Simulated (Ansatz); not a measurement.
Consider the formal exchange of groups at a Ge–F bond: `[F][GeH3]` + `BO[SiH3]` → `BO[SiH2][GeH3]` + H–F.

Isolated molecules relaxed with PBE0-D4/def2-TZVP in Ansatz; ΔE leaves out vibrations. CCSD(T)/CBS is the MP2 limit (def2-TZVPP, def2-QZVPP) plus CCSD(T) − MP2 in def2-TZVPP, frozen cores. This one scheme is used for every species. Functionals use def2-TZVPP. For Ge outer-core shells are correlated without core-valence functions, which leaves a few kJ/mol of doubt a bond. Scalar relativity is left out up to krypton. One conformer a species, not always the lowest.

`[F][GeH3]`:

```xyz
5

F    -1.371    0.919   -0.041
Ge    0.075   -0.051    0.002
H     0.187   -0.716   -1.374
H     1.232    0.916    0.282
H    -0.124   -1.069    1.131
```

`BO[SiH3]`:

Cartesian coordinates in Å:
```
B 0.297 1.020 -1.147
O -0.518 0.481 -0.220
Si -0.304 -0.743 0.878
H 1.418 0.600 -1.281
H -0.130 1.916 -1.819
H 1.066 -1.304 0.757
H -1.316 -1.788 0.599
H -0.514 -0.182 2.233
```

`BO[SiH2][GeH3]`:

Z-matrix (Å, degrees):
```
Si
O 1 1.664
Ge 1 2.384 2 112.6
H 1 1.485 2 107.1 3 121.7
H 1 1.485 2 107.1 3 -121.7
B 2 1.345 1 132.5 3 0.1
H 3 1.537 1 111.7 2 -61.2
H 3 1.537 1 111.6 2 60.9
H 3 1.540 1 108.0 2 179.8
H 6 1.198 2 118.2 1 180.0
H 6 1.205 2 120.1 1 -0.0
```

H–F:

Cartesian coordinates in Å:
```
F -0.277 -0.355 -0.094
H 0.277 0.355 0.094
```

| level | ΔE (kJ/mol) |
| --- | --- |
| B2PLYP | 52.2 |
| PBE | 32.8 |

Task: What does CCSD(T)/CBS give? (Estimate.)

Result: Ansatz gave: +34.3 kJ/mol. The listed levels differ from it by 17.9, -1.5 kJ/mol.

Largest T1 diagnostic among the species: 0.013.

In def2-TZVPP, CCSD(T) changes the Hartree–Fock value by −37.9 kJ/mol (the triples alone add −3.6 kJ/mol) and MP2 by −35.9 kJ/mol. The D4 term adds −10.3 kJ/mol with B3LYP and −5.8 kJ/mol with PBE0; it sums over pairs of atoms, weighted by their polarisabilities, and B3LYP, whose exchange is more repulsive, gets the larger term.

B3LYP here is the variant with VWN-RPA as its local correlation; programs differ in this.
